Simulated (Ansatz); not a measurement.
Gas-phase electronic energies from Ansatz, PBE0-D4/def2-TZVP geometries. CCSD(T)/CBS is the MP2 limit (def2-TZVPP, def2-QZVPP) plus CCSD(T) − MP2 in def2-TZVPP, frozen cores. This one scheme is used for every species. Functionals use def2-TZVPP. def2 core potentials past Kr. For Mo outer-core shells are correlated without core-valence functions, which leaves a few kJ/mol of doubt a bond. One conformer a species, not always the lowest.

`[O]=[Mo]([OH])(=[S])[Cl]` + H₂O → `[O]=[Mo]([OH])([OH])=[S]` + HCl  (formal hydrolysis of a Mo–Cl bond)

| level | ΔE (kJ/mol) |
| --- | --- |
| B2PLYP | 44.0 |
| CCSD(T)/def2-TZVPP | 42.6 |

Task: What does CCSD(T)/CBS give? (Estimate.)

Result: Computed: +48.4 kJ/mol. The listed levels differ from it by -4.4, -5.8 kJ/mol.

Largest T1 diagnostic among the species: 0.025, so the coupled-cluster value is less sure than usual.

From BLYP to BHLYP (50 % exact exchange), in def2-TZVPP and without D4, ΔE moves by +5.0 kJ/mol. Leaving LDA and LC-ωPBE aside and taking each functional with its dispersion term where it has one, the values, not all of them listed here, spread over 18.0 kJ/mol, from CAM-B3LYP-D4 to PBE-QIDH. The D4 term adds +3.2 kJ/mol with B3LYP and +1.7 kJ/mol with PBE0; it sums over pairs of atoms, weighted by their polarisabilities, and B3LYP, whose exchange is more repulsive, gets the larger term.

B3LYP here is the variant with VWN-RPA as its local correlation; programs differ in this.
